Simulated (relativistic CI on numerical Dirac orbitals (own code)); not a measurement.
Electric-dipole lines of Lu⁶¹⁺

These numbers are calculated, not measured: Dirac-Coulomb-Breit CI, orbitals from a KLI potential per configuration, model QED (radiative potential, 1s self-energy scaled to tabulated hydrogen-like ionisation energies), unscaled Slater integrals (own radial code, finite nucleus).

Configuration list (outside the closed core 1s2): 2s²2p⁶, 2s²2p⁵3s, 2s²2p⁵3p, 2s²2p⁵3d, 2s2p⁶3s, 2s2p⁶3p, 2s2p⁶3d, 2s²2p⁵4s, 2s²2p⁵4p, 2s²2p⁵4d, 2s²2p⁵4f, 2s²2p⁴3s², 2s2p⁶4s, 2s²2p⁴3s3p, 2s2p⁶4p, 2s²2p⁵5s, 2s²2p⁵5p, 2s2p⁶4d, 2s²2p⁴3s3d, 2s²2p⁵5d, 2s2p⁶4f, 2s²2p⁵5f, 2s²2p⁴3p², 2s²2p⁵5g, 2s²2p⁴3p3d, 2s2p⁵3s², 2s²2p⁴3d², 2s2p⁵3s3p, 2s2p⁵3s3d, 2s2p⁵3p², 2s2p⁶5s, 2s2p⁶5p, 2s2p⁵3p3d, 2s2p⁶5d, 2s2p⁶5f, 2s2p⁶5g. Levels of other configurations are missing.

```csv
λ vac (Å),Lower,Upper,A (s⁻¹),log gf,S velocity/length
1.3196,2s²2p⁶ ¹S0 [1],2s²2p⁵3d ³D°1 [29],9.69e+14,-0.12,1.00
1.4877,2s²2p⁶ ¹S0 [1],2s²2p⁵3d ¹P°1 [17],2.33e+15,0.37,1.00
3.9797,2s²2p⁵3p ³D2 [5],2s²2p⁵4d ³F°3 [48],8.24e+13,0.14,0.99
4.3732,2s²2p⁵3p ³D3 [6],2s²2p⁵4d ³F°4 [50],1.04e+14,0.43,1.00
4.3830,2s²2p⁵3p ³P2 [8],2s²2p⁵4d ³D°3 [52],8.31e+13,0.22,1.00
4.5730,2s²2p⁵3d ³F°2 [28],2s²2p⁵4f ³G3 [80],2.01e+14,0.64,0.99
4.5738,2s²2p⁵3d ³P°1 [11],2s²2p⁵4f ³F2 [56],1.21e+14,0.28,0.99
4.5793,2s²2p⁵3d ³F°3 [12],2s²2p⁵4f ³G4 [55],2.01e+14,0.75,0.99
4.5869,2s²2p⁵3d ³D°2 [13],2s²2p⁵4f ³F3 [57],1.59e+14,0.54,0.99
4.5875,2s2p⁶3d ³D2 [35],2s2p⁶4f ³F°3 [118],1.97e+14,0.64,1.00
4.6732,2s²2p⁵3d ³F°4 [14],2s²2p⁵4f ³G5 [58],2.10e+14,0.88,0.99
4.6769,2s²2p⁵3d ³P°2 [30],2s²2p⁵4f ³D3 [87],2.00e+14,0.66,0.99
4.6795,2s2p⁶3d ³D3 [36],2s2p⁶4f ³F°4 [120],2.10e+14,0.79,1.00
4.6808,2s²2p⁵3d ¹D°2 [15],2s²2p⁵4f ¹F3 [60],1.73e+14,0.60,0.99
4.6829,2s²2p⁵3d ³F°3 [31],2s²2p⁵4f ³G4 [86],2.09e+14,0.79,0.99
4.6962,2s²2p⁵3d ³D°3 [16],2s²2p⁵4f ³F4 [61],1.86e+14,0.74,0.99
4.7039,2s2p⁶3d ¹D2 [37],2s2p⁶4f ¹F°3 [121],1.97e+14,0.66,1.00
4.7501,2s²2p⁵3d ¹P°1 [17],2s²2p⁵4f ¹D2 [59],1.68e+14,0.45,0.98
10.092,2s²2p⁵4d ³F°4 [50],2s²2p⁵5f ³G5 [96],3.80e+13,0.81,1.01
10.358,2s²2p⁵4f ³G4 [55],2s²2p⁵5g ³H°5 [101],6.16e+13,1.04,1.00
10.362,2s²2p⁵4f ³G3 [80],2s²2p⁵5g ³H°4 [136],6.14e+13,0.95,1.00
10.377,2s²2p⁵4f ³F3 [57],2s²2p⁵5g ³G°4 [103],5.47e+13,0.90,1.00
10.441,2s²2p⁵4f ³G5 [58],2s²2p⁵5g ³H°6 [105],6.30e+13,1.13,1.00
10.450,2s²2p⁵4f ³D3 [87],2s²2p⁵5g ³F°4 [139],6.13e+13,0.96,1.00
10.450,2s²2p⁵4f ³G4 [86],2s²2p⁵5g ³H°5 [138],6.29e+13,1.05,1.00
10.450,2s2p⁶4f ³F°4 [120],2s2p⁶5g ³G5 [156],6.31e+13,1.06,1.00
10.456,2s²2p⁵4f ¹D2 [59],2s²2p⁵5g ¹F°3 [104],5.60e+13,0.81,1.00
10.457,2s²2p⁵4f ¹F3 [60],2s²2p⁵5g ¹G°4 [106],5.61e+13,0.92,1.00
10.463,2s²2p⁵4f ³F4 [61],2s²2p⁵5g ³G°5 [107],5.86e+13,1.02,1.00
27.459,2s²2p⁵3s ³P°2 [2],2s²2p⁵3p ³D3 [6],1.14e+12,-0.04,1.03
```

Terms are leading LS components. Brackets give the number of a level in order of energy, since labels repeat. The list gives strong lines, with weight on those to low levels, among the lowest 157 of 838 levels, so that lines to higher ones, which can be the strongest, are missing. Levels whose partners in the same complex of configurations lie outside the list can be far off, and so can their lines. Rates are taken at the computed energies, electric ones in the length gauge. A velocity-to-length ratio far from 1 marks an uncertain rate.

At this charge energies of transitions that change n are usually good to better than 1 %, and those within a shell (Δn = 0) to a few per cent.

Problem. From the table, what is the radiative lifetime of 2s²2p⁵3d ³D°1?

Solution. The listed rates from this level add up to about 9.69e+14 s⁻¹, 100 % of its decay; with all channels τ = 1.03e-15 s.

LS names give the leading component of a level, which can be under half, so a name can repeat, a term be missing and a line seem to break the LS rules.
